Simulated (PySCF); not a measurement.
**Computed spin Hamiltonian**

Compound: C6H9FN (doublet state).
Numbering: `[CH2:1]=[C:2]1[CH:3][C@@H:4]([NH2:5])[C@@:6]1([CH3:7])[F:8]` (hydrogens: H9, H10 on C1; H11 on C3; H12 on C4; H13, H14 on N5; H15, H16, H17 on C7)

Structure used (GFN2-xTB), in Å, numbered top down from 1:
```xyz
17
C6H9FN angstrom
C     -1.2731    1.5334    1.3556
C     -0.4985    0.9342    0.4137
C      0.1120    1.3214   -0.7738
C      0.7444   -0.0139   -1.0308
N      2.1844   -0.0168   -1.0869
C      0.0294   -0.4884    0.2934
C     -0.9959   -1.5969    0.1827
F      0.9489   -0.8223    1.2795
H     -1.5434    2.5704    1.2680
H     -1.6120    0.9954    2.2220
H      0.1561    2.2426   -1.3198
H      0.3726   -0.5343   -1.9220
H      2.5389   -0.9672   -1.0934
H      2.5672    0.4521   -0.2719
H     -1.4980   -1.7310    1.1387
H     -1.7314   -1.3365   -0.5732
H     -0.5085   -2.5303   -0.0915
```

The hyperfine couplings belong to this conformer and change with its torsions.

The calculation used UKS B3LYP, pcH-1 on C F H N, non-relativistic, mean-field spin-orbit, GIAO (PySCF). One conformer (not necessarily the lowest) at the GFN2-xTB geometry, without solvent, vibrations or thermal averaging. The geometry wasn't refined by DFT: couplings that depend on bond lengths, twists or pyramidal angles can differ widely from those at the functional's own minimum. No stability test was run, so a lower SCF solution isn't excluded. ⟨S²⟩ is 0.777 where a pure state has 0.75.

```
g1, g2, g3                      : 2.00222, 2.00273, 2.00291
g_iso                           : 2.00262
Form of g                       : rhombic: the two nearest values differ by 26 % of g3 − g1
⟨S²⟩                            : 0.7765 (exact 0.7500)
α and β electrons               : 31, 30
HOMO–LUMO gap, α and β orbitals : 6.24, 3.83 eV
Total energy                    : -388.58726 Eh
Basis functions                 : 290
```

Isotropic coupling and dipolar principal values T1 to T3, in MHz; ρ(0) is the spin density at the nucleus:

```
atom  isotope  a_iso     T1     T2     T3  Mulliken spin population  ρ(0) (bohr⁻³)
  C1      13C   52.5  -50.8  -49.4  100.2                      0.68         0.0467
  C2      13C  -49.5  -28.6    9.8   18.8                     -0.26        -0.0441
  C3      13C   60.4  -52.0  -49.9  101.8                      0.65         0.0537
  C4      13C  -22.6   -1.6   -0.2    1.8                     -0.04        -0.0201
  N5      14N   17.0   -1.2   -0.9    2.1                      0.01         0.0525
  C6      13C    5.6   -1.3    0.2    1.1                      0.01         0.0050
  C7      13C   -4.8   -0.3    0.0    0.2                      0.00        -0.0043
  F8      19F  -25.9  -16.5    7.0    9.5                      0.00        -0.0061
  H9       1H  -39.8  -22.0   -1.3   23.3                     -0.03        -0.0089
 H10       1H  -41.5  -24.5   -0.5   25.0                     -0.03        -0.0093
 H11       1H  -40.2  -22.9   -1.3   24.2                     -0.02        -0.0090
 H12       1H   64.5   -3.3   -2.1    5.4                      0.03         0.0144
 H13       1H    6.0   -1.9   -1.2    3.2                      0.00         0.0013
 H14       1H   -1.7   -3.8   -1.2    5.1                      0.00        -0.0004
 H15       1H    1.0   -1.3   -0.9    2.2                      0.00         0.0002
 H16       1H   -1.0   -2.1   -0.4    2.5                      0.00        -0.0002
 H17       1H   -2.1   -0.9   -0.5    1.5                      0.00        -0.0005
```

Largest spin populations (Mulliken): C1 (+0.68), C3 (+0.65) and C2 (-0.26). The angles at C1 add up to 360.0°, so it is planar; its axial dipolar tensor and the negative couplings of its protons fit spin in a p orbital normal to that plane.

Axes: g2 points within 9° of the C1–H9 bond.

Under fast tumbling the dipolar parts average out, and these isotropic splittings remain (the largest six): 1 × 1H (H12, I = 1/2, 2 lines) with 2.30 mT, 1 × 1H (H10, I = 1/2, 2 lines) with 1.48 mT, 1 × 1H (H11, I = 1/2, 2 lines) with 1.43 mT, 1 × 1H (H9, I = 1/2, 2 lines) with 1.42 mT, 1 × 19F (F8, I = 1/2, 2 lines) with 0.92 mT and 1 × 14N (N5, I = 1, 3 lines) with 0.61 mT.

Means are taken over nuclei equivalent by connectivity, which assumes that they swap fast. The 1H value of +2.1 MHz is a mean of couplings from -1.7 to 6.0 MHz in this one geometry, not an average over conformers.

The 13C coupling of C3 (60.4 MHz) shows only in satellite lines or after enrichment, since that isotope makes up about 1.07 % of natural carbon.
